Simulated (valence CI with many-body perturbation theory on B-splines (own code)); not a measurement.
## Which ion has this spectrum?

A relativistic CI+MBPT calculation for an atom or ion with 7 electrons gives these levels (Ry):

```tsv
J	Parity	E	g
3/2	odd	0.000	1.39
3/2	odd	13.662	1.43
5/2	odd	14.997	1.19
1/2	odd	16.900	0.65
5/2	even	27.293	1.50
3/2	odd	30.633	1.28
1/2	even	31.540	2.16
3/2	even	31.645	1.23
3/2	even	42.384	1.51
5/2	even	44.475	1.27
1/2	even	46.653	1.46
3/2	even	47.520	1.08
1/2	even	61.635	1.67
3/2	odd	62.621	1.32
```

The energies are calculated, and their last digits are not significant.

(1) Which is it?
A. Sb44+
B. Pd39+
C. Cd41+
D. In42+

Results:

(1) C. Cd41+, ground level (2s^2 2p1/2^2 2p3/2) J=3/2.
